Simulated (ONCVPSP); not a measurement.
Reading a pseudo-wave (sulfur (S))

Columns: radius, all-electron u(r) and pseudo u(r) of the 2p shell (level -159.20 eV) of sulfur in the configuration [He] 2s2 2p6 3s2 3p3.75; PBE, non-relativistic, ONCV scheme, ONCVPSP 4.0.1.

```json
{"r (bohr)": "0.047", "all-electron": "0.1992", "pseudo": "0.0493"}
{"r (bohr)": "0.095", "all-electron": "0.5674", "pseudo": "0.1927"}
{"r (bohr)": "0.142", "all-electron": "0.9081", "pseudo": "0.4052"}
{"r (bohr)": "0.190", "all-electron": "1.1725", "pseudo": "0.6661"}
{"r (bohr)": "0.237", "all-electron": "1.3400", "pseudo": "0.9312"}
{"r (bohr)": "0.285", "all-electron": "1.4283", "pseudo": "1.1786"}
{"r (bohr)": "0.332", "all-electron": "1.4488", "pseudo": "1.3704"}
{"r (bohr)": "0.380", "all-electron": "1.4211", "pseudo": "1.4977"}
{"r (bohr)": "0.427", "all-electron": "1.3607", "pseudo": "1.5481"}
{"r (bohr)": "0.475", "all-electron": "1.2771", "pseudo": "1.5272"}
{"r (bohr)": "0.522", "all-electron": "1.1831", "pseudo": "1.4477"}
{"r (bohr)": "0.570", "all-electron": "1.0813", "pseudo": "1.3237"}
{"r (bohr)": "0.617", "all-electron": "0.9810", "pseudo": "1.1787"}
{"r (bohr)": "0.665", "all-electron": "0.8812", "pseudo": "1.0244"}
{"r (bohr)": "0.712", "all-electron": "0.7883", "pseudo": "0.8808"}
{"r (bohr)": "0.760", "all-electron": "0.6996", "pseudo": "0.7502"}
{"r (bohr)": "0.807", "all-electron": "0.6197", "pseudo": "0.6425"}
{"r (bohr)": "0.855", "all-electron": "0.5451", "pseudo": "0.5521"}
{"r (bohr)": "0.902", "all-electron": "0.4793", "pseudo": "0.4803"}
{"r (bohr)": "0.950", "all-electron": "0.4191", "pseudo": "0.4191"}
{"r (bohr)": "0.997", "all-electron": "0.3667", "pseudo": "0.3667"}
{"r (bohr)": "1.045", "all-electron": "0.3193", "pseudo": "0.3193"}
{"r (bohr)": "1.092", "all-electron": "0.2783", "pseudo": "0.2783"}
{"r (bohr)": "1.140", "all-electron": "0.2414", "pseudo": "0.2414"}
{"r (bohr)": "1.187", "all-electron": "0.2098", "pseudo": "0.2098"}
{"r (bohr)": "1.235", "all-electron": "0.1815", "pseudo": "0.1815"}
```

**Question.** How many radial nodes do the two functions have?

**Answer.** The all-electron 2p function has n − l − 1 = 0; the pseudo-wave has 0.

**Question.** At about which radius was the pseudo-wave matched?

**Answer.** 0.95 bohr, where the columns begin to agree (steps of 0.05 bohr).

**Question.** Is the pseudo-wave norm-conserving?

**Answer.** Yes: the ONCV scheme keeps the norm inside the radius equal to the all-electron one, which fixes the energy derivative of the logarithmic derivative at the level.
